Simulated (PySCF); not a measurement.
Sn(Cl)3(Ph), SMILES [Cl][Sn]([c]1ccccc1)([Cl])[Cl] (C₆H₅Cl₃Sn) at its GFN2-xTB optimised geometry (Å):

```
15

Cl    -3.4977    -1.7047     1.8694
Sn    -2.5723    -0.6344     0.0000
Cl    -3.4803     1.5275     0.0000
Cl    -3.4716    -1.7260    -1.8712
C     -0.3390    -0.6344     0.0000
C      0.3263    -1.5275    -0.8104
C      1.7131    -1.5251    -0.7993
C      2.4006    -0.6402     0.0128
C      1.7093     0.2486     0.8175
C      0.3226     0.2570     0.8160
H     -0.2133    -2.2159    -1.4446
H      2.2491    -2.2189    -1.4293
H      3.4803    -0.6425     0.0180
H      2.2425     0.9413     1.4512
H     -0.2189     0.9511     1.4421
```

Calculation: PySCF with B3LYP/def2-TZVP, def2 effective core potentials past Kr. The core electrons that the potentials of Sn replace are not part of the density. Cells within 0.4 Å of a nucleus heavier than hydrogen are left out (blank, or x).

Map of the deformation density (molecule minus spherical neutral atoms) (e/bohr³) on the plane z = 0.0 Å:

```
|1111111111111111111111111111111|
|1111111111111111111111111111111|
|1111111111111111111111111111111|
|1111111111111111111111111111111|
|1111111111111111111111111111111|
|1111111111111111111111111111111|
|1111111111111111111111111111111|
|1111111111111111111111111111111|
|1111111111111111111111111111111|
|1111111222111111111111111111111|
|11112xx322111111111111111111111|
|11223xx222111111111111111111111|
|1122221222111111111111111111111|
|1112222321111111111111111111111|
|1111222221111122111122111111111|
|1111111111122134200134112111111|
|11111111x11332x510003xx56211111|
|1111111xxx1343xx10002xx89311111|
|1111111101222245200145233111111|
|1111111111121123211133111111111|
|1111111111111111111111111111111|
|1111111111111111111111111111111|
|1111111111111111111111111111111|
|1111111111111111111111111111111|
|1111111111111111111111111111111|
|1111111111111111111111111111111|
|1111111111111111111111111111111|
|1111111111111111111111111111111|
|1111111111111111111111111111111|
|1111111111111111111111111111111|
|1111111111111111111111111111111|
```
Scale: ten equal steps from -0.027 (start of '0') to 0.111 (end of '9'), in the order '0123456789'; x runs from -5.50 to 5.50, y from -5.50 (bottom) to 5.50 (top).
